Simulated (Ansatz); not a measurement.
Level of theory: frozen-core CCSD(T)/def2-TZVPP // CAM-B3LYP-D3(BJ)/def2-TZVP (Ansatz, a program for electronic structure).

Ansatz 0.2 input:
```yaml
crystal:
  periodic: [false, false, false]
  atoms:
    - { symbol: N, position_ang: [1.664314, 0.223409, -0.237584] }
    - { symbol: In, position_ang: [-0.012954, -0.944521, -0.505519] }
    - { symbol: N, position_ang: [-1.677537, -0.087929, 0.356843] }
    - { symbol: H, position_ang: [1.77914, 0.582877, 0.702929] }
    - { symbol: H, position_ang: [2.545954, -0.171625, -0.534903] }
    - { symbol: H, position_ang: [-1.783277, 0.902693, 0.17132] }
    - { symbol: H, position_ang: [-2.564774, -0.539279, 0.181425] }
basis:
  gaussian: { orbitals: def2-TZVPP }
correlation:
  method: ccsd_t
magnetization:
  spin_polarized: true
  initial_magnetization: 1
```

Output:

```
Functional definition: HF
1183 factors; integrals over basis functions are off by at most 1.1e-3 eV
mean field evaluation 1: about -8170.1368 eV, gradient 3.7e1 eV
mean field evaluation 2: about -8170.1394 eV, gradient 3.7e1 eV
mean field evaluation 4: about -8176.2934 eV, gradient 2.7e0 eV
mean field evaluation 8: about -8176.4407 eV, gradient 1.9e-1 eV
mean field evaluation 16: about -8173.3301 eV, gradient 2.7e1 eV
mean field evaluation 32: about -8172.7581 eV, gradient 1.4e0 eV
mean field evaluation 64: about -8173.1240 eV, gradient 2.1e-1 eV
mean field evaluation 96: about -8172.7712 eV, gradient 2.0e0 eV
mean field -8176.44235702 eV, -300.4787144288 hartree, gradient 2.5e-6 eV, S^2 0.764756; 1 other end points of the search recorded, 0 dependent functions left out
determinant -8176.44235702 eV, -300.4787144288 hartree, with singles and doubles -8196.06366038 eV, -301.1997840274 hartree
determinant -8173.12937098 eV, -300.3569644375 hartree, with singles and doubles -8192.81855013 eV, -301.0805284254 hartree
6 core orbitals not correlated
reference -8176.44235702 eV, -300.4787144288 hartree; 14, 13 occupied and 148, 149 virtual orbitals, 1183 factors
second order -19.28631753 eV of doubles, -0.00000000 eV of singles
cycle   1  -19.47531095 eV  change   -9.3e-1 eV  update   2.7e-2
cycle   2  -19.51236907 eV  change   -3.7e-2 eV  update   8.0e-3
cycle   3  -19.51315289 eV  change   -7.8e-4 eV  update   5.1e-3
cycle   4  -19.51414998 eV  change   -1.0e-3 eV  update   2.7e-3
cycle   5  -19.51599734 eV  change   -1.8e-3 eV  update   1.6e-3
cycle   6  -19.51673534 eV  change   -7.4e-4 eV  update   7.8e-4
cycle   7  -19.51675156 eV  change   -1.6e-5 eV  update   3.7e-4
cycle   8  -19.51687419 eV  change   -1.2e-4 eV  update   1.6e-4
cycle   9  -19.51679612 eV  change    7.8e-5 eV  update   6.4e-5
cycle  10  -19.51676729 eV  change    2.9e-5 eV  update   2.3e-5
perturbative correction -0.72662331 eV, -0.0267029141 hartree
Total energy: -8196.68574763 eV, -301.2226453121 hartree
```

Cost: roughly 6 core-minutes.
